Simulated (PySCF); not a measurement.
Job file and geometry (Å, from GFN2-xTB) of an NMR shielding run on `CB(C)[C@@H]1C[C@@]12C[C@@H]2F`, C7H12BF, PySCF 2.14.0, density-fitted response routines, GIAO PBE0/pcSseg-1 NMR shielding, non-relativistic, gas phase; density fitting, a coarse starting grid and PySCF grid level 2 are the driver's defaults:

```
$ OMP_NUM_THREADS=1 python probes_run.py task.json out

{"job": {"kind": "nmr", "xc": "PBE0", "basis": "pcSseg-1"}, "charge": 0, "multiplicity": 1}
C     -2.422976    -1.296187    -0.122455
B     -1.316680    -0.205338     0.153055
C     -1.579344     1.300809    -0.230462
C      0.031178    -0.640966     0.799039
C      0.842502     0.328470     1.665555
C      1.330917    -0.050971     0.335781
C      2.596443    -0.537999    -0.268715
C      1.834037     0.614900    -0.876351
F      2.372705     1.869690    -0.770275
H     -3.433885    -0.895779    -0.111713
H     -2.383313    -2.139035     0.564260
H     -2.267577    -1.706313    -1.121326
H     -2.234270     1.408950    -1.092517
H     -0.677144     1.877436    -0.417710
H     -2.093950     1.787450     0.599719
H      0.124548    -1.678220     1.111278
H      1.343513    -0.075198     2.533675
H      0.453108     1.325590     1.806890
H      2.609602    -1.474151    -0.808372
H      3.521292    -0.305830     0.240270
H      1.340375     0.509632    -1.835395
```

Task: Write the output of this run.

Result: 
```
coarse grid: 17216 points
cycle   1  E = -397.9486287177  dE =  1.254e+00  |g| = 6.323e-01  |ddm| = 4.014e+00
cycle   2  E = -397.9237720514  dE =  2.486e-02  |g| = 7.606e-01  |ddm| = 1.124e+00
cycle   3  E = -398.0384707405  dE = -1.147e-01  |g| = 8.236e-02  |ddm| = 6.303e-01
cycle   4  E = -398.0395232120  dE = -1.052e-03  |g| = 3.404e-02  |ddm| = 8.139e-02
cycle   5  E = -398.0397575523  dE = -2.343e-04  |g| = 5.712e-03  |ddm| = 3.250e-02
cycle   6  E = -398.0397634183  dE = -5.866e-06  |g| = 2.463e-03  |ddm| = 7.013e-03
final grid: 165736 points
cycle   7  E = -398.0960157488  dE = -5.368e-05  |g| = 1.042e-02  |ddm| = 3.823e-02
cycle   8  E = -398.0959999330  dE =  1.582e-05  |g| = 1.366e-02  |ddm| = 2.240e-02
cycle   9  E = -398.0960426005  dE = -4.267e-05  |g| = 1.545e-03  |ddm| = 1.297e-02
cycle  10  E = -398.0960430438  dE = -4.433e-07  |g| = 1.836e-04  |ddm| = 1.326e-03
cycle  11  E = -398.0960430491  dE = -5.287e-09  |g| = 7.119e-05  |ddm| = 2.223e-04
cycle  12  E = -398.0960430502  dE = -1.082e-09  |g| = 2.028e-05  |ddm| = 7.954e-05
cycle  13  E = -398.0960430503  dE = -8.436e-11  |g| = 4.626e-06  |ddm| = 2.077e-05
converged SCF energy = -398.0960430503

GIAO shielding tensors (ppm)
atom      isotropic    diamagn.    paramagn.     s11        s22        s33       span
  0 C      170.468     252.884     -82.417    151.336    171.274    188.793     37.458
  1 B       13.975     187.617    -173.643    -44.605    -32.146    118.675    163.280
  2 C      177.294     254.692     -77.398    157.985    182.543    191.355     33.370
  3 C      160.840     252.019     -91.179    117.663    163.427    201.429     83.767
  4 C      168.059     253.232     -85.173    145.939    167.516    190.723     44.784
  5 C      160.051     254.217     -94.167    101.846    182.701    195.605     93.759
  6 C      171.323     256.588     -85.265    148.947    160.662    204.360     55.413
  7 C      107.926     246.509    -138.583     49.959     84.190    189.629    139.670
  8 F      405.370     470.835     -65.465    356.010    407.026    453.074     97.064
  9 H       30.653      29.673       0.980     26.562     29.511     35.887      9.325
 10 H       30.559      30.902      -0.343     26.426     30.069     35.182      8.756
 11 H       31.121      30.824       0.297     28.000     28.979     36.385      8.385
 12 H       30.895      31.374      -0.478     26.980     29.170     36.536      9.556
 13 H       30.818      34.153      -3.335     25.188     31.985     35.280     10.091
 14 H       31.443      30.509       0.933     26.714     29.748     37.866     11.152
 15 H       30.481      33.650      -3.169     23.900     29.134     38.409     14.509
 16 H       30.064      31.510      -1.446     24.470     26.250     39.473     15.003
 17 H       30.162      33.078      -2.916     24.471     28.454     37.560     13.089
 18 H       30.722      31.786      -1.065     24.746     27.793     39.626     14.880
 19 H       30.341      30.358      -0.018     24.562     27.840     38.620     14.058
 20 H       26.976      31.286      -4.310     22.604     27.221     31.105      8.501
```

Size and cost of the density-fitted run: 213 basis functions, 75 s wall time on 1 thread of an Arm Neoverse N1, shared host; peak memory 0.96 GiB.
